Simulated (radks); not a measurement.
All-electron atom: Ho XL in [Ar] 3d10 (the NIST ground configuration).

All-electron calculation, Dirac Kohn-Sham, exchange-only PBE, spin-unpolarised, spherical densities, finite nucleus; Fermi nuclear charge, rms radius 5.2022 fm. Program: a radial shooting solver on a logarithmic mesh with Libxc functionals.

Energy parts (hartree):
| part | energy |
|---|---|
| total | -11676.2618 |
| kinetic | 12916.3012 |
| electron-nucleus | -26802.4666 |
| Hartree | 2417.1770 |
| exchange | -207.2734 |

Orbitals (lengths in bohr, moments of r in powers of bohr):
\begin{tabular}{lrrrrr}
orbital & occ. & eigenvalue (hartree) & <r> & <r^2> & <r^4> \\ \hline
1s1/2 & 2 & -2101.685 & 0.02074 & 0.0005881 & 9.250e-07 \\
2s1/2 & 2 & -403.7524 & 0.08734 & 0.009067 & 0.0001425 \\
2p1/2 & 2 & -387.7222 & 0.07271 & 0.006544 & 0.00008722 \\
2p3/2 & 4 & -356.0554 & 0.07983 & 0.007754 & 0.0001177 \\
3s1/2 & 2 & -135.8000 & 0.2250 & 0.05789 & 0.005002 \\
3p1/2 & 2 & -128.8853 & 0.2143 & 0.05332 & 0.004434 \\
3p3/2 & 4 & -121.9661 & 0.2268 & 0.05947 & 0.005459 \\
3d3/2 & 4 & -110.3518 & 0.1989 & 0.04623 & 0.003696 \\
3d5/2 & 6 & -108.8103 & 0.2028 & 0.04791 & 0.003938 \\
4s1/2 & 0 & -66.33111 & 0.4480 & 0.2257 & 0.07029 \\
4p1/2 & 0 & -63.43244 & 0.4446 & 0.2238 & 0.07023 \\
4p3/2 & 0 & -61.12415 & 0.4618 & 0.2412 & 0.08130 \\
\end{tabular}

The highest occupied level is 3d5/2 at -2960.9 eV. For comparison, the ionisation energy in NIST's Atomic Spectra Database is 3018 eV (theoretical). In exact Kohn-Sham theory the highest level is minus the ionisation energy, but local and semilocal functionals leave it too shallow, through self-interaction and a potential that decays too fast; potentials with the right tail come closer. The electron density at the nucleus is 8.01e+05 e/bohr^3. The density falls to 0.001 e/bohr^3 at r = 0.74 bohr. Summed over all electrons, <r^2> = 0.9961 bohr^2, which gives a Langevin (diamagnetic) susceptibility term of -0.789 x 10^-6 cm^3/mol.
